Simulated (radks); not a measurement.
Spherical jellium clusters: N electrons in a uniform positive sphere of charge N and radius rs N^(1/3), rs = 3.89 bohr. Level of theory: non-relativistic Kohn-Sham, LDA (Slater exchange, Perdew-Wang correlation), spin-polarised, spherical densities (a radial shooting solver with Libxc functionals). Levels are named by radial order and angular momentum (1s, 1p, 1d, 2s, ...), and open shells are averaged over m. Each electron was tried in the lowest free levels, single moves between levels near the top were tried too, and the lowest total energy was kept; such a search can miss a lower state. Energies include the self-energy of the background; IP and EA are vertical (highest electron removed, lowest free level filled), at fixed background; spill-out counts the electrons outside the background radius R, and alpha is the static dipole polarisability from linear response (closed shells only). A dash means not computed or, for alpha, an open shell; in EA it means that no bound solution was reached, which is typical of self-interaction and does not show that the anion is unstable. Real open-shell clusters deform, which this model forbids.

N,open shells,2S,E/N (eV),E(N+1) + E(N-1) - 2E(N) (eV),IP (eV),-e(HOMO) (eV),spill-out (e),alpha/R^3
1,"1s(up 1, down 0)",1,-1.206,-,-,3.061,0.39,-
2,none,0,-1.672,1.150,5.389,3.265,0.56,1.657
3,"1p(up 1, down 0)",1,-1.444,-0.660,3.851,2.155,0.87,-
4,"1p(up 2, down 0)",2,-1.495,-0.471,4.417,2.693,1.05,-
5,"1p(up 3, down 0)",3,-1.620,0.303,4.735,3.041,1.17,-
6,"1p(up 3, down 1)",2,-1.653,-0.382,4.296,2.769,1.32,-
7,"1p(up 3, down 2)",1,-1.731,-0.277,4.596,3.074,1.43,-
8,none,0,-1.824,1.257,4.792,3.294,1.53,1.449
9,"1d(up 1, down 0)",1,-1.756,-0.275,3.461,2.113,1.71,-
10,"1d(up 2, down 0)",2,-1.730,-0.236,3.719,2.381,1.85,-
11,"1d(up 3, down 0)",3,-1.730,-0.203,3.922,2.598,1.98,-
12,"1d(up 4, down 0)",4,-1.747,-0.174,4.084,2.777,2.08,-
13,"1d(up 5, down 0)",5,-1.775,0.344,4.217,2.927,2.17,-
14,"1d(up 5, down 1)",4,-1.774,-0.185,3.833,2.606,2.28,-
15,"1d(up 5, down 2)",3,-1.785,-0.159,3.993,2.776,2.38,-
16,"1d(up 5, down 3)",2,-1.806,-0.138,4.125,2.919,2.47,-
17,"1d(up 5, down 4)",1,-1.831,-0.121,4.235,3.042,2.55,-
18,none,0,-1.861,0.221,4.329,3.148,2.63,1.342
19,"2s(up 1, down 0)",1,-1.876,0.204,4.081,2.928,2.79,-
20,none,0,-1.879,0.456,3.878,2.766,3.00,1.377
21,"1f(up 1, down 0)",1,-1.861,-0.129,3.441,2.345,3.10,-
22,"1f(up 2, down 0)",2,-1.850,-,3.553,2.465,3.18,-

All shells are closed at N = 2, 8, 18, 20 (there: 1s2 1p6 1d10 2s2); the second difference of the energy has clear peaks (12 % above both neighbours; the first and last values, which can be the largest, are not judged, and half-filled shells can peak too) at N = 5, 8, 13, 20.
